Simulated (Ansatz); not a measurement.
Zn6O6⁻, a cluster cut from wurtzite ZnO (bare). Charge -1, multiplicity 2. Geometry PBE-D4/def2-SVP, that of the neutral singlet; atoms count from 1.

Cartesian coordinates in Å:
```
Zn 1.7312 -0.2555 -0.9501
O 1.2099 -1.9579 -0.2567
O 2.0252 0.6517 0.9150
Zn 0.9937 -0.8449 1.5046
Zn -0.6977 -1.8493 -0.2408
O -0.8585 -1.2405 1.7570
O 0.8585 1.2406 -1.7570
Zn 0.6977 1.8492 0.2410
Zn -0.9936 0.8447 -1.5047
O -2.0252 -0.6516 -0.9150
O -1.2099 1.9580 0.2567
Zn -1.7312 0.2555 0.9500
```

Single mean-field runs in def2-TZVP are fitted with def2-universal-jkfit.

Q: Estimate the Mulliken populations from the PBE0/def2-TZVP orbitals of Ansatz.

A: 
| atom | charge (e) | spin (α − β) | d electrons |
| --- | --- | --- | --- |
| Zn1 | 0.58 | 0.20 | 10.04 |
| O2 | -0.75 | -0.03 | – |
| O3 | -0.75 | -0.03 | – |
| Zn4 | 0.58 | 0.20 | 10.04 |
| Zn5 | 0.58 | 0.20 | 10.04 |
| O6 | -0.75 | -0.03 | – |
| O7 | -0.75 | -0.03 | – |
| Zn8 | 0.58 | 0.20 | 10.04 |
| Zn9 | 0.58 | 0.20 | 10.04 |
| O10 | -0.75 | -0.03 | – |
| O11 | -0.75 | -0.03 | – |
| Zn12 | 0.58 | 0.20 | 10.04 |
Mulliken values and Mayer orders depend strongly on the basis.

Q: Where does the spin sit?

A: Summed by element: Zn 1.18, O -0.18, of 1 unpaired in all. Largest on single atoms: Zn5 0.20, Zn4 0.20, Zn1 0.20.

Q: And the Mayer bond orders between bonded heavy atoms (over 0.3)?

A: Zn1–O2 0.68 (1.91 Å); Zn1–O3 0.41 (2.09 Å); Zn1–O7 0.68 (1.91 Å); O2–Zn4 0.41 (2.09 Å); O2–Zn5 0.68 (1.91 Å); O3–Zn4 0.68 (1.91 Å); O3–Zn8 0.68 (1.91 Å); Zn4–O6 0.68 (1.91 Å); Zn5–O6 0.41 (2.09 Å); Zn5–O10 0.68 (1.91 Å); O6–Zn12 0.68 (1.91 Å); O7–Zn8 0.41 (2.09 Å); O7–Zn9 0.68 (1.91 Å); Zn8–O11 0.68 (1.91 Å); Zn9–O10 0.68 (1.91 Å); Zn9–O11 0.41 (2.09 Å); O10–Zn12 0.41 (2.09 Å); O11–Zn12 0.68 (1.91 Å).
